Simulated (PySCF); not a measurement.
UHF on Co²⁺ (cobalt, charge +2)

Configuration: [Ar] 3d7, high-spin 4F determinant. Calculation: PySCF 2.14, in jorge-DZP-DKH; the spin-free X2C one-electron Hamiltonian (Gaussian nucleus).

```json
{
 "Total energy": "-1390.853997 hartree",
 "One-electron energy": "-1908.4814 hartree",
 "Hartree (Coulomb) energy": "575.9511 hartree",
 "Exchange energy": "-58.3237 hartree",
 "⟨S²⟩": "3.7532",
 "⟨L²⟩": "12.019",
 "Sum of ⟨r⟩": "15.46 bohr",
 "Sum of ⟨r²⟩": "15.73 bohr²",
 "Langevin diamagnetic susceptibility": "-12.5 ×10⁻⁶ cm³/mol",
 "Time after the integrals": "0.26 s of wall time on 1 thread of Neoverse-N1 (shared host)"
}
```

```json
{"shell": "1s β", "electrons": "1", "mean orbital energy (eV)": "-7794.7", "spread (eV)": "0", "rms radius, mean of both spins (bohr)": "0.0649"}
{"shell": "1s α", "electrons": "1", "mean orbital energy (eV)": "-7794.7", "spread (eV)": "0", "rms radius, mean of both spins (bohr)": "0.0649"}
{"shell": "2s α", "electrons": "1", "mean orbital energy (eV)": "-984.94", "spread (eV)": "0", "rms radius, mean of both spins (bohr)": "0.276"}
{"shell": "2s β", "electrons": "1", "mean orbital energy (eV)": "-982.22", "spread (eV)": "0", "rms radius, mean of both spins (bohr)": "0.276"}
{"shell": "2p α", "electrons": "3", "mean orbital energy (eV)": "-842.82", "spread (eV)": "0", "rms radius, mean of both spins (bohr)": "0.249"}
{"shell": "2p β", "electrons": "3", "mean orbital energy (eV)": "-840.16", "spread (eV)": "0", "rms radius, mean of both spins (bohr)": "0.249"}
{"shell": "3s α", "electrons": "1", "mean orbital energy (eV)": "-148.36", "spread (eV)": "0", "rms radius, mean of both spins (bohr)": "0.833"}
{"shell": "3s β", "electrons": "1", "mean orbital energy (eV)": "-140.67", "spread (eV)": "0", "rms radius, mean of both spins (bohr)": "0.833"}
{"shell": "3p α", "electrons": "3", "mean orbital energy (eV)": "-105.74", "spread (eV)": "0", "rms radius, mean of both spins (bohr)": "0.901"}
{"shell": "3p β", "electrons": "3", "mean orbital energy (eV)": "-96.493", "spread (eV)": "0", "rms radius, mean of both spins (bohr)": "0.901"}
{"shell": "3d α", "electrons": "5", "mean orbital energy (eV)": "-38.264", "spread (eV)": "1.382", "rms radius, mean of both spins (bohr)": "1.13"}
{"shell": "3d β", "electrons": "2", "mean orbital energy (eV)": "-34.568", "spread (eV)": "0", "rms radius, mean of both spins (bohr)": "1.13"}
```

Densities and radii are taken from the X2C orbitals without a picture-change correction, which distorts them close to the nucleus.
